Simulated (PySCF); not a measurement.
Two species compared at the same levels of theory.

First species: C7H10NOP.
InChI=1S/C7H10NOP/c1-2-10(9)7-4-3-5-8-6-7/h3-6,10H,2H2,1H3

Second species: C7H10NOP.
SMILES: `CCn1cpc(C(C)=O)c1`

Levels: PBE0/pcSseg-1 for dipole moment, HOMO energy, LUMO energy and HOMO–LUMO gap; GFN2-xTB for rotational constant A and rotational constant C. Geometries: GFN2-xTB. Each structure is a single optimised conformer of the isolated species, non-relativistic unless stated; the electronic structure was computed with PySCF and density fitting.

Dipoles, sizes and rotational constants follow the conformer. The torsions of the flexible species, by atom-mapped SMILES:
- `[CH3:1][CH2:2][P@H:3](=[O:4])[c:5]1[cH:6][cH:7][cH:8][n:9][cH:10]1`: C1–C2–P3–O4 -179°, C2–P3–C5–C6 102°
- `[CH3:1][CH2:2][n:3]1[cH:4][p:5][c:6]([C:7]([CH3:8])=[O:9])[cH:10]1`: C1–C2–N3–C4 88°, P5–C6–C7–C8 3°

```
             property   column X   column Y
        dipole moment     2.68 D     4.71 D
          HOMO energy   -7.54 eV   -6.72 eV
          LUMO energy   -1.31 eV   -1.16 eV
        HOMO–LUMO gap    6.23 eV    5.56 eV
rotational constant A  1.977 GHz  2.184 GHz
rotational constant C  0.661 GHz  0.581 GHz
```

Problem. Which column belongs to which species?

Solution. Column X is the first species and column Y the second. The first has 20 atoms and 82 electrons, the second 20 and 82.

Problem. How does each property change from the first species to the second?

Solution. dipole moment +2.03 D; HOMO energy +0.82 eV; LUMO energy +0.15 eV; HOMO–LUMO gap -0.67 eV; rotational constant A +0.207 GHz; rotational constant C -0.080 GHz.

On the first: The dipole matches unit charges of opposite sign 0.56 Å apart (1 e·Å = 4.8032 D).

On the second: The dipole matches unit charges of opposite sign 0.98 Å apart (1 e·Å = 4.8032 D).
